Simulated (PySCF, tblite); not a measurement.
Isomers of C6H7BN2. Calculated harmonic vibrations of the isolated species, GFN2-xTB (tblite), most abundant isotopes, no scaling. The method is semi-empirical: single wavenumbers can be off by several per cent or more. Modes of hydrogen on boron can be 10 to 20 % off. One conformer each.

Electronic energies: PBE0-D3(BJ)/def2-SVP at its own geometries (PySCF, gas phase).

```tsv
SMILES	electronic energy, lowest = 0 (kJ/mol)
N#C[BH2-][n+]1ccccc1	0.0
C=CC#CB(C#N)NC	129.4
C#C[B@@H-](C)[N+]#CCC#N	348.9
C#CC#C[C@H]1CNBN1	203.6
[BH3-][n+]1ccccc1C#N	117.1
CC#C[BH2-][N+]#CCC#N	348.4
```

Problem. How do GFN2-xTB zero-point energies change the relative energies?

Solution. 
| SMILES | ZPE (kJ/mol) | of it from modes above 1550 cm⁻¹ | electronic (kJ/mol) | with ZPE, lowest = 0 (kJ/mol) | lowest mode (cm⁻¹) | rings |
| --- | --- | --- | --- | --- | --- | --- |
| N#C[BH2-][n+]1ccccc1 | 310.4 | 155.0 | 0.0 | 0.0 | 8i | 1 |
| [BH3-][n+]1ccccc1C#N | 303.7 | 141.4 | 117.1 | 110.4 | 24 | 1 |
| C=CC#CB(C#N)NC | 308.7 | 167.2 | 129.4 | 127.7 | 9i | 0 |
| C#CC#C[C@H]1CNBN1 | 308.5 | 157.1 | 203.6 | 201.7 | 45 | 1 |
| CC#C[BH2-][N+]#CCC#N | 294.9 | 160.3 | 348.4 | 332.9 | 7i | 0 |
| C#C[B@@H-](C)[N+]#CCC#N | 297.1 | 165.9 | 348.9 | 335.7 | 3 | 0 |

The zero-point energies span 15.5 kJ/mol, from `CC#C[BH2-][N+]#CCC#N` to `N#C[BH2-][n+]1ccccc1`. Slightly imaginary modes are left out of the zero-point energy: `N#C[BH2-][n+]1ccccc1` 7.7i cm⁻¹, `C=CC#CB(C#N)NC` 8.5i cm⁻¹ and `CC#C[BH2-][N+]#CCC#N` 7.4i cm⁻¹. The order is unchanged.

Problem. And how do the electronic energies of GFN2-xTB itself compare?

Solution. `N#C[BH2-][n+]1ccccc1` 0.0; `[BH3-][n+]1ccccc1C#N` 18.7; `C=CC#CB(C#N)NC` 192.3; `C#CC#C[C@H]1CNBN1` 107.1; `CC#C[BH2-][N+]#CCC#N` 273.4; `C#C[B@@H-](C)[N+]#CCC#N` 321.2 kJ/mol, lowest = 0. Against the energies above, taken from the same isomer `N#C[BH2-][n+]1ccccc1`, the largest difference is 98.4 kJ/mol. The two levels were optimised apart and needn't hold the same conformer.
